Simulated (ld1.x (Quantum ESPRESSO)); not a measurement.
Rh (Z = 45): variants of one TM potential

Base potential:

* Element: rhodium (Rh)
* Generator: ld1.x (Quantum ESPRESSO) 7.5
* Type: norm-conserving Troullier–Martins (Kleinman–Bylander form)
* Functional: PBE
* Relativity: fully relativistic
* Frozen core: [Kr]
* Valence charge: 9
* Reference configuration: 4d8.5 5s0.5 5p0
* Partial waves: 5p (bound, empty): rc 3.40 bohr; 4d (bound): rc 1.50 bohr; 5s (bound): rc 1.90 bohr
* Local potential: the s channel
* Core correction: none

Open shells are filled in proportion to 2j + 1 (rel_dist='average').

All-electron outer shells of the reference configuration (PBE, scalar-relativistic, ld1.x):

```json
{"shell": "4s", "level (eV)": "-80.87", "outermost node (bohr)": "0.47", "outermost maximum (bohr)": "0.88"}
{"shell": "4p", "level (eV)": "-48.86", "outermost node (bohr)": "0.47", "outermost maximum (bohr)": "0.94"}
{"shell": "4d", "level (eV)": "-4.71", "outermost node (bohr)": "0.46", "outermost maximum (bohr)": "1.15"}
{"shell": "5s", "level (eV)": "-3.82", "outermost node (bohr)": "1.19", "outermost maximum (bohr)": "2.70"}
{"shell": "5p", "level (eV)": "-0.63", "outermost node (bohr)": "1.36", "outermost maximum (bohr)": "4.18"}
```

Cutoffs, loose and tight: the cutoffs (Ry, on a coarse ladder) from which the occupation-weighted sum of valence levels, in a spherical-Bessel basis at the reference potential, stays within 10 and 1 mRy of its value at 400 Ry. They do not see the model core or the augmentation charge, which bear on the density cutoff. Test errors are all-electron minus pseudo excitation energies from the reference, over the configurations 4d8 5s1 5p0; 4d8 5s0 5p0; 4d7 5s0 5p0; 4d6 5s0 5p0; 4d8 5s0.5 5p0; 4d7 5s1 5p1; 4d8 5s0 5p1. A dash means not determined; rows that change the core or the reference have their own tests. The largest error is taken over the tests solved by every variant that gives reliable tests at all: 4d6 5s0 5p0; 4d7 5s0 5p0; 4d8 5s0 5p0; 4d8 5s0 5p1; 4d8 5s0.5 5p0; 4d8 5s1 5p0.

A true bound ghost makes a file unfit for plane-wave use even where its test errors are small: the radial tests pick states by their node count and pass the ghost by. Where a test does run into it, the solver fails or the error is huge.

Cutoffs are not given where the Bessel-basis levels miss the radial ones by over 6 mRy, ghosts where they miss by over 20 mRy; a channel whose overlap is not positive is not tested.

```csv
change,outcome,"cutoff, loose","cutoff, tight",bound ghosts,largest test error (meV)
base,generated,60 Ry,80 Ry,none,-582
"all radii scaled by about 0.77 (s 1.46, p 2.62, d 1.16 bohr)",generated,80 Ry,140 Ry,"p3/2, p1/2",-456
"all radii scaled by about 0.89 (s 1.70, p 3.04, d 1.34 bohr)",generated,70 Ry,90 Ry,p1/2,-503
"all radii scaled by about 0.95 (s 1.82, p 3.24, d 1.42 bohr)",generated,60 Ry,80 Ry,none,-545
"all radii scaled by about 1.10 (s 2.10, p 3.74, d 1.66 bohr)",generated,55 Ry,70 Ry,none,-637
"all radii scaled by about 1.18 (s 2.24, p 4.02, d 1.78 bohr)",generated,55 Ry,70 Ry,none,-650
"all radii scaled by about 1.24 (s 2.34, p 4.20, d 1.86 bohr)",generated,50 Ry,70 Ry,none,-645
"all radii scaled by about 1.31 (s 2.48, p 4.44, d 1.96 bohr)",generated,50 Ry,60 Ry,none,-637
"all radii scaled by about 1.37 (s 2.60, p 4.66, d 2.06 bohr)",generated,50 Ry,70 Ry,none,-624
```

Problem. What comes out with this change to the base: all radii scaled by about 0.84 (s 1.60, p 2.86, d 1.26 bohr)?

Solution. outcome: generated; bound ghosts: p3/2, p1/2, s (extra level of the local part); largest test error (meV): +1052.

Reading the sweep of the scale of all radii (base = 1) (base included, trends over the rows without a ghost): The loose cutoff stays near 55 Ry. The median size of the test errors (rows with all tests solved) is not monotonic: lowest 14.8 meV at 1, highest 20.8 meV at 1.24. Bound ghosts are found at 0.77, 0.84, 0.89.
